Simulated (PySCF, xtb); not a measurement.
B(Cl)(OH)2 (BClH2O2), SMILES OB(O)Cl.

xtb with GFN2-xTB at its own geometry gives an orbital gap of 6.63 eV and a dipole moment of 3.12 D.

Geometry: r2SCAN-D4/def2-SVP. Other conformers were not sampled.

Problem. What does PySCF with PBE0/def2-TZVPD give? (The exact figures need the calculation; the answer reports its results.)

Solution. gap 8.85 eV (levels -9.19 and -0.34 eV), dipole 1.95 D.
